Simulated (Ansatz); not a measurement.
Si₂₁H₃₀. Charge 0, multiplicity 3. Geometry r2SCAN-D4/def2-SVP.

```xyz
51

Si    3.933   -1.799    1.482
Si    1.568    2.441   -3.137
Si    3.553    1.647   -0.087
Si    1.720   -1.304   -1.462
Si   -2.149    0.716   -1.014
Si    0.432   -1.536    0.506
Si   -0.520    2.157   -0.025
Si   -2.864   -3.186   -0.321
Si   -4.082   -0.490    2.120
Si    1.814    0.906    3.113
Si    1.174    0.121   -3.278
Si   -2.346   -1.489   -1.857
Si    3.794   -0.643   -0.560
Si   -0.761   -3.549    0.660
Si    1.809   -1.330    2.397
Si    3.646    2.819   -2.119
Si   -0.014    3.587   -1.826
Si    1.562    2.100    1.106
Si   -4.090    1.000    0.301
Si   -1.987   -0.400    3.150
Si   -4.513   -2.626    1.250
H     5.060   -1.320    2.343
H     4.080   -3.273    1.259
H     1.559    2.950   -4.549
H     4.653    2.084    0.837
H     1.838   -2.666   -2.089
H    -2.462    1.508   -2.257
H    -1.359    2.930    0.955
H    -3.300   -4.396   -1.095
H    -5.142   -0.144    3.125
H     3.155    1.271    3.676
H     0.774    1.210    4.144
H     2.113   -0.376   -4.340
H    -0.214   -0.105   -3.791
H    -1.135   -1.971   -2.592
H    -3.448   -1.313   -2.860
H     4.955   -0.858   -1.485
H    -0.046   -4.615   -0.118
H    -0.844   -3.976    2.092
H     1.395   -2.301    3.461
H     4.779    2.299   -2.951
H     3.851    4.285   -1.889
H     0.610    4.858   -1.334
H    -1.236    3.929   -2.620
H     1.651    3.572    1.414
H    -4.190    2.415    0.779
H    -5.287    0.697   -0.551
H    -1.083    0.598    2.492
H    -2.016   -0.163    4.629
H    -5.854   -2.612    0.580
H    -4.538   -3.657    2.337
```

B3LYP takes the VWN-RPA correlation. Single mean-field runs in def2-SVP are fitted with def2-universal-jkfit. At PBE0-D4/def2-SVP a singlet of charge 0 lies 2.48 eV below the triplet, each at its own geometry.

**Question.** Estimate the α-spin orbital energies around the gap (eV) in Ansatz with HF/def2-SVP, PBE-D4/def2-SVP, B3LYP-D4/6-31G, r2SCAN0-D4/def2-SVP, ωB97X-V/def2-SVP.

**Answer.** 
```csv
orbital,HF/def2-SVP,PBE-D4/def2-SVP,B3LYP-D4/6-31G,r2SCAN0-D4/def2-SVP,ωB97X-V/def2-SVP
HOMO−13,-10.78,-7.11,-7.99,-8.42,-10.44
HOMO−12,-10.70,-7.06,-7.92,-8.37,-10.36
HOMO−11,-10.62,-7.01,-7.87,-8.28,-10.28
HOMO−10,-10.45,-6.97,-7.85,-8.25,-10.23
HOMO−9,-10.38,-6.92,-7.76,-8.17,-10.15
HOMO−8,-10.30,-6.82,-7.64,-8.06,-10.01
HOMO−7,-10.20,-6.80,-7.61,-8.04,-9.99
HOMO−6,-10.11,-6.76,-7.59,-8.00,-9.96
HOMO−5,-10.02,-6.72,-7.53,-7.93,-9.87
HOMO−4,-9.81,-6.46,-7.24,-7.65,-9.56
HOMO−3,-9.67,-6.42,-7.20,-7.60,-9.51
HOMO−2,-9.51,-6.35,-7.09,-7.50,-9.39
HOMO−1,-8.86,-5.33,-5.98,-6.63,-8.40
HOMO,-8.15,-4.85,-5.43,-6.08,-7.74
LUMO,1.50,-2.16,-1.21,-1.49,0.39
LUMO+1,1.88,-1.98,-1.11,-1.25,0.66
LUMO+2,1.92,-1.88,-0.94,-1.15,0.74
LUMO+3,2.01,-1.81,-0.83,-1.11,0.80
LUMO+4,2.13,-1.72,-0.65,-0.98,0.94
LUMO+5,2.26,-1.68,-0.53,-0.94,0.98
β HOMO,-9.42,-6.32,-7.06,-7.45,-9.33
β LUMO,-0.13,-4.17,-3.52,-3.36,-1.90
```
